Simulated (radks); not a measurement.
Task: Radial electron density D(r) = 4 pi r^2 rho(r) of an atom or ion with 44 electrons. Calculated with a radial shooting solver on a logarithmic mesh with Libxc functionals: scalar-relativistic Kohn-Sham, PBE, spin-unpolarised, spherical densities, finite nucleus; Fermi nuclear charge, rms radius of each element as measured or else 0.836 A^(1/3) + 0.57 fm.

r (bohr),D(r) (e/bohr)
0.001071,1.408
0.001395,2.243
0.001816,3.540
0.002365,5.520
0.003079,8.474
0.004009,12.75
0.005221,18.68
0.006744,26.18
0.008781,35.52
0.01143,45.55
0.01489,54.41
0.01939,59.61
0.02525,59.39
0.03287,54.94
0.0428,51.66
0.05574,56.07
0.07258,68.00
0.0945,76.10
0.1231,69.01
0.159,54.62
0.207,51.96
0.2695,60.39
0.3509,54.48
0.457,31.53
0.595,17.35
0.7748,18.07
1.009,17.19
1.314,10.30
1.711,4.070
2.228,1.106
2.9,0.1924
3.777,0.01733

What is the nuclear charge?

Result: Z = 47. The innermost maximum, from 1s, lies near gamma/Z bohr with gamma = sqrt(1 - (Z/c)^2) = 0.939, here 0.02 bohr (found: 0.0219), and its height grows with Z. The density is that of the silver ion Ag3+ in [Kr] 4d8; the configuration itself is not fixed sharply by these data, and Z only to a few units. D(r) has 4 maxima, at r = 0.0219, 0.0960, 0.290, 0.860 bohr, and minima at 0.0431, 0.188, 0.650 bohr, inside which lie 2.01, 11.14, 29.06 electrons.
